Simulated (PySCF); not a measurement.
## Computed vibrations of [Sm2Cl3]+

[Sm2Cl3]+ (singlet in the valence; each metal's 4f electrons, 6 of them, lie in its core potential, out of spins and levels). PySCF 2.14.0, RKS BP86, Sm lcecp-0-SVP with ECP52, Cl def2-SVP; non-relativistic Hamiltonian with scalar-relativistic core potentials where named; density fitting; no spin-orbit coupling. Central differences of gradients.

```xyz
5

Sm    0.0000    0.0000    2.8800
Sm    0.0000    0.0000   -2.8800
Cl    0.0000    0.0000    0.0000
Cl    0.0000    0.0000    5.4581
Cl    0.0000    0.0000   -5.4581
```

Run from Python with OMP_NUM_THREADS=2. Where DIIS fails, smearing, a level shift and second-order steps follow.
It took 91 s on 2 threads of Arm Neoverse N1, with other jobs on the host.

**Question.** What are the harmonic wavenumbers and infrared intensities?

**Answer.** Modes are labelled in D∞h; negative numbers are unstable modes, those under 60 cm⁻¹ near the noise; a finer grid moves soft modes by up to 10 cm⁻¹.
```tsv
cm⁻¹	km/mol	symmetry
-31	–	πg
-31	–	πg
-28	–	πu
-28	–	πu
37	8.8	πu
37	8.8	πu
82	0.0	σg+
241	151.3	σu+
313	140.6	σu+
319	0.0	σg+
```

**Question.** Is this a minimum?

**Answer.** Probably not: 4 unstable, though so soft as to be near the noise; the lowest moves the atoms so:
```
Sm  -0.24  0.14  0.00
Sm   0.24 -0.14  0.00
Cl   0.00  0.00  0.00
Cl   0.56 -0.33  0.00
Cl  -0.56  0.33  0.00
```

An lcecp potential fixes the number of 4f electrons, so in runs with it no electron can move into or out of that shell.
